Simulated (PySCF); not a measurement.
Atoms are numbered as in `[CH:1]#[C:2][C:3]#[C:4][CH2:5][CH2:6][CH3:7]` (H(Xn): hydrogen on atom n).

Level of theory: shieldings: GIAO B97-2/pcSseg-2, coordinates at the PBE0-D3(BJ)/def2-SVP level, in PySCF (no relativistic terms, averaged over atoms made equivalent by symmetry, fast rotation or ring inversion, one conformer, in vacuum).

Shifts are taken against calculated references (same method and geometry level): TMS for 13C, 1H.

```csv
atoms,nucleus,count,δ (ppm)
C7,13C,1,15.2
H(C1),1H,1,1.40
C4,13C,1,79.9
C3,13C,1,72.0
C5,13C,1,?
C6,13C,1,?
C1,13C,1,66.4
C2,13C,1,71.9
H(C7),1H,3,1.09
H(C6),1H,2,?
H(C5),1H,2,2.32
```

Task: Fill in the missing shifts.

Result: 
- C6: 26.3 ppm, sp3 CH2; a saturated carbon with 2 carbon neighbours and no heteroatom attached
- C5: 24.0 ppm, propargylic sp3 CH2; saturated and bonded to C and H only
- H(C6): 1.49 ppm, hydrogen on an sp3 CH2

Shifts are as computed. Against solution values, carbons near 30 ppm lie about +4 ppm off and those near 130 ppm about +7 ppm. Of 1211 compounds with measured shifts, 218 miss one by over three times the rms of a fit or turn the order of signals round; such compounds aren't used in these exercises.
